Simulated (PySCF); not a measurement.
ZrF3, SMILES [F][Zr+]([F])[F], charge +1, multiplicity 1. Geometry: B3LYP-D3(BJ)/def2-TZVP. The multiplicity is an assumed one; other spin states were not compared. The isomer is the one that the SMILES or the coordinates give; other isomers of the formula were not compared. The def2 effective core potentials stand for the cores of Zr; spin–orbit coupling is left out.

Q: Give the equilibrium geometry at B3LYP-D3(BJ)/def2-TZVP (PySCF confirms it by a frequency run) as a Z-matrix, and its point group. (Estimate from the structure and the level; the computed values follow.)

A: point group C3v.
```
Zr
F 1 1.8481
F 1 1.8481 2 110.04
F 1 1.8481 2 110.04 3 121.42
```
Charge +1, spin multiplicity 1.
